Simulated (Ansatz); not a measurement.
A nudged elastic band was laid between two geometries of AlF₂H₃O (7 atoms, charge 0, multiplicity 1).

Level of theory: RKS PBE-D4/def2-SVP (Ansatz 0.2.0).

```
movable images  : 5
climbing image  : yes
spring          : 5.0 eV/Å²
optimiser       : quadratic models (default)
start path      : through a guess of the saddle point
force threshold : 0.05 eV/Å
iteration limit : 60
end points      : relaxed
```

Image 0:

```xyz
7
Properties=species:S:1:pos:R:3
Al 0.087 0.020 0.150
H -0.016 0.768 1.548
F 1.454 0.236 -0.803
F -1.346 -0.332 -0.701
O 0.148 -1.916 0.676
H -0.676 -2.210 0.224
H 0.020 -2.091 1.630
```

Image 6:

```xyz
7
Properties=species:S:1:pos:R:3
Al 0.031 -0.580 -0.224
H 0.067 0.237 1.848
F 1.413 0.310 -0.498
F -1.438 0.124 -0.594
O 0.165 -2.242 0.143
H -0.599 -2.839 0.111
H 0.031 -0.535 1.938
```

Q: What changes between the two ends?

A: Bonds broken: Al1–H2, O5–H7. Bonds formed: H2–H7. AlF2H3O becomes AlF2HO + H2.

Q: Give the energies along the band, and the barrier.

A: It converged. The highest image is number 3 of 0 to 6, 0.69 eV above the first end and 0.63 eV above the last; the last end lies 0.06 eV above the first. A vibrational analysis at the climbing image gives one clearly imaginary mode, 999i cm⁻¹: a first-order saddle point. The orbitals stay closed-shell, which can raise the energy where a bond breaks towards radicals; this wasn't checked here.

```tsv
image	path coordinate (Å)	energy (eV)	Al1–H2 (Å)	O5–H7 (Å)	H2–H7 (Å)
0	0.00	0.00	1.59	0.98	2.86
1	0.53	0.06	1.60	0.98	2.33
2	1.05	0.26	1.63	1.01	1.70
3	1.58	0.69	1.76	1.27	1.07
4	1.99	0.34	1.98	1.71	0.83
5	2.40	0.10	2.19	2.15	0.78
6	2.81	0.06	2.23	2.48	0.78
```

Q: What is the geometry of the highest image?

A: 
```xyz
7
Properties=species:S:1:pos:R:3
Al 0.056 -0.249 -0.063
H 0.006 -0.058 1.689
F 1.461 0.364 -0.721
F -1.422 0.086 -0.770
O 0.154 -1.971 0.586
H -0.598 -2.587 0.488
H 0.015 -1.109 1.514
```

Q: What are the harmonic wavenumbers there?

A: 999i, 175, 222, 310, 353, 468, 662, 711, 811, 938, 1041, 1330, 1730, 1879, 3713 cm⁻¹.

Time of the run: 97 s on 1 thread of Arm Neoverse V2 (shared host), peak memory 0.13 GiB.
